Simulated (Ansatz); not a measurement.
Program: Ansatz. Geometries: PBE0-D4/def2-TZVP. ΔE: electronic, gas phase. CCSD(T)/CBS is the MP2 limit (def2-TZVPP, def2-QZVPP) plus CCSD(T) − MP2 in def2-TZVPP, frozen cores. DFT in def2-TZVPP. B3LYP here is the variant with VWN-RPA as its local correlation; programs differ in this. For Br outer-core shells are correlated without core-valence functions, which leaves a few kJ/mol of doubt a bond. Scalar relativity is left out up to krypton. Each species was taken in one conformer, which may not be the lowest.

Reaction (formal exchange of groups at a B–F bond): `FBBr` + `Cl[SiH2]Br` → `Cl[SiH2]BBr` + `FBr`

```csv
level,ΔE (kJ/mol),difference from CCSD(T)/CBS
B3LYP-D4,480.8,-15.8
CAM-B3LYP-D4,490.0,-6.6
PBE-QIDH,509.9,13.3
PBE,466.4,-30.2
r2SCAN,496.6,0.0
CAM-B3LYP,491.2,-5.4
CCSD/def2-SVP,512.4,15.8
CCSD/def2-TZVPP,498.5,1.9
CCSD(T)/def2-TZVPP,493.8,-2.8
MP2/CBS(def2),521.4,24.8
CCSD(T)/CBS,496.6,0
```

Largest T1 diagnostic among the species: 0.011.

From BLYP to BHLYP (50 % exact exchange), in def2-TZVPP and without D4, ΔE moves by +41.9 kJ/mol. At CCSD(T), def2-SVP lies +11.6 kJ/mol from the extrapolated value and def2-TZVPP −2.8 kJ/mol.
